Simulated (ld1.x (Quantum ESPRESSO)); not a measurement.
## Before and after: ultrasoft potential for arsenic

ld1.x (Quantum ESPRESSO) 7.5 input, shortened:

```
&input
   title='As', zed=33., rel=1, dft='PBE', iswitch=3,
   config='[Ar] 3d10 4s2 4p2.5'
 /
 &inputp
   pseudotype=3, tm=.true., lloc=-2, rcloc=1.35,
   nlcc=.true., rcore=0.90,
   which_augfun='PSQ', rmatch_augfun=1.45
 /
4
4S  1  0   2.00   0.00  1.55  1.80  0.0
4S  1  0   0.00  -0.70  1.55  1.80  0.0
4P  2  1   2.50   0.00  1.60  2.15  0.0
4P  2  1   0.00   1.40  1.60  2.15  0.0
 &test
   configts(1)='4s2 4p2.5'
 /
```

Change: local potential all-electron potential smoothed inside 2.48 bohr (lloc = -2).

Cutoffs: the cutoffs (Ry, on a coarse ladder) from which the occupation-weighted sum of valence levels, in a spherical-Bessel basis at the reference potential, stays within 10 and 1 mRy of its value at 400 Ry; they do not see the model core or the augmentation charge, which bear on the density cutoff. Errors are all-electron minus pseudo energies relative to the spin-unpolarised reference configuration.

**Question.** Predict the effect on cutoff, ghosts and configuration errors.

**Answer.** The potential gets harder (10 Ry and 18 Ry → 12 Ry and 18 Ry); the errors of the 7 common tests hardly move; neither file shows a bound ghost.

| quantity | base | changed |
| --- | --- | --- |
| cutoff, loose | 10 Ry | 12 Ry |
| cutoff, tight | 18 Ry | 18 Ry |
| bound ghosts | none | none |
| error for 4s2 4p3, meV [ΔE -3.56 eV] | +0.1 | +0.1 |
| error for 4s2 4p2, meV [ΔE 5.59 eV] | -2.0 | -2.0 |
| error for 4s2 4p1, meV [ΔE 23.51 eV] | -25 | -24 |
| error for 4s2 4p0, meV [ΔE 51.21 eV] | -108 | -107 |
| error for 4s1 4p0, meV [ΔE 101.86 eV] | -415 | -409 |
| error for 4s1 4p3, meV [ΔE 15.70 eV] | -17 | -16 |
| error for 4s1 4p4, meV [ΔE 5.86 eV] | -5.6 | -5.5 |
| lowest overlap eigenvalue by channel | s 0.39, p 0.62 | s 0.46, p 0.66 |
